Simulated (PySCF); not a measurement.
Species: 4H-pyran-4-thione, C₅H₄OS.
Atom-mapped SMILES: `[S:1]=[c:2]1[cH:3][cH:4][o:5][cH:6][cH:7]1` (hydrogens: H8 on C3; H9 on C4; H10 on C6; H11 on C7)

Geometry (GFN2-xTB, Å), atoms numbered from 1 in this order:
```
atom  x, y, z in Å
S1    -1.7800    2.2059    0.0648
C2    -0.7452    0.9236    0.0247
C3    -1.1946   -0.4420    0.0176
C4    -0.3058   -1.4504   -0.0151
O5     1.0278   -1.2721   -0.0411
C6     1.4828   -0.0057   -0.0340
C7     0.6842    1.0755   -0.0044
H8    -2.2528   -0.6411    0.0393
H9    -0.5744   -2.4965   -0.0229
H10    2.5620    0.0368   -0.0540
H11    1.1013    2.0684   -0.0008
```

A PySCF run (density fitting, gas phase, GFN2-xTB geometry) gave HOMO -6.05 eV, LUMO -2.10 eV, dipole 4.42 D.

Problem. Which of these levels was it?
A. CAM-B3LYP/def2-SVPD
B. PBE0/pcSseg-1
C. BHandHLYP/6-31++G**

Solution. B. It is PBE0/pcSseg-1. All candidates on this geometry:

```json
{"level and settings": "PBE0/pcSseg-1", "kind": "global hybrid", "basis functions": "146", "SCF cycles": "16", "E (Eh)": "-665.8204", "HOMO (eV)": "-6.05", "LUMO (eV)": "-2.10", "dipole (D)": "4.42"}
{"level and settings": "BHandHLYP/6-31++G**, grid level 1", "kind": "global hybrid", "basis functions": "154", "SCF cycles": "12", "E (Eh)": "-666.1485", "HOMO (eV)": "-7.15", "LUMO (eV)": "-1.25", "dipole (D)": "4.76"}
{"level and settings": "CAM-B3LYP/def2-SVPD", "kind": "range-separated hybrid", "basis functions": "182", "SCF cycles": "15", "E (Eh)": "-665.8874", "HOMO (eV)": "-7.43", "LUMO (eV)": "-1.20", "dipole (D)": "4.57"}
```

The nearest other candidate, by the summed differences of HOMO and LUMO, is BHandHLYP/6-31++G**: its HOMO differs by -1.10 eV and its LUMO by +0.85 eV. Cycle counts include a coarse-grid stage where the run had one. All basis functions are spherical, in the Pople sets too.
